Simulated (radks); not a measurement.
Results of a calculation; reference values are marked as such.
All-electron atom: Mg11+ in 1s1. Code: a radial shooting solver on a logarithmic mesh with Libxc functionals. Model: Dirac Kohn-Sham, exchange-only PBE, spin-unpolarised, spherical densities, finite nucleus; Fermi nuclear charge, rms radius 3.057 fm.

Normalised radial functions P(r) = r R(r) (large component), r in bohr:

r          1s1/2   2p1/2
0.005016  0.3958  0.0026
0.005521  0.4328  0.0031
0.006078  0.4731  0.0037
0.00669   0.5168  0.0045
0.007306  0.5599  0.0053
0.008042  0.6107  0.0063
0.008852  0.6654  0.0076
0.009666  0.7193  0.0089
0.01064   0.7823  0.0107
0.01171   0.8497  0.0128
0.01289   0.9218  0.0154
0.01408   0.9920  0.0182
0.0155    1.0730  0.0218
0.01706   1.1587  0.0260
0.01863   1.2412  0.0307
0.0205    1.3352  0.0366
0.02257   1.4331  0.0437
0.02484   1.5344  0.0522
0.02713   1.6295  0.0612
0.02986   1.7350  0.0728
0.03287   1.8413  0.0865
0.0359    1.9382  0.1012
0.03951   2.0419  0.1198
0.04349   2.1418  0.1415
0.04788   2.2358  0.1668
0.05228   2.3149  0.1935
0.05755   2.3911  0.2270
0.06335   2.4542  0.2654
0.06917   2.4982  0.3054
0.07614   2.5286  0.3546
0.08382   2.5380  0.4102
0.09226   2.5241  0.4724
0.1007    2.4894  0.5353
0.1109    2.4262  0.6105
0.1221    2.3361  0.6921
0.1333    2.2304  0.7721
0.1467    2.0911  0.8641
0.1615    1.9295  0.9596
0.1778    1.7495  1.0566
0.1942    1.5726  1.1448
0.2137    1.3719  1.2372
0.2352    1.1695  1.3221
0.2569    0.9880  1.3898
0.2828    0.8003  1.4485
0.3113    0.6287  1.4871
0.3426    0.4775  1.5015
0.3741    0.3592  1.4909
0.4118    0.2532  1.4512
0.4533    0.1707  1.3822
0.495     0.1139  1.2943
0.5449    0.0696  1.1751
0.5998    0.0401  1.0368
0.6603    0.0216  0.8865
0.721     0.0115  0.7452
0.7936    0.0054  0.5947
0.8736    0.0023  0.4555
0.954     0.0010  0.3428
1.05      0.0003  0.2397
1.156     0.0001  0.1587
1.272     0.0000  0.0989
1.389     0.0000  0.0605
1.529     0.0000  0.0330

1s1/2: eigenvalue -1864.0 eV, 0 radial nodes, <r> = 0.126 bohr, 90 % of the charge inside 0.223 bohr. 2p1/2 (empty): eigenvalue -434.51 eV, 0 radial nodes, <r> = 0.432 bohr, 90 % of the charge inside 0.692 bohr.
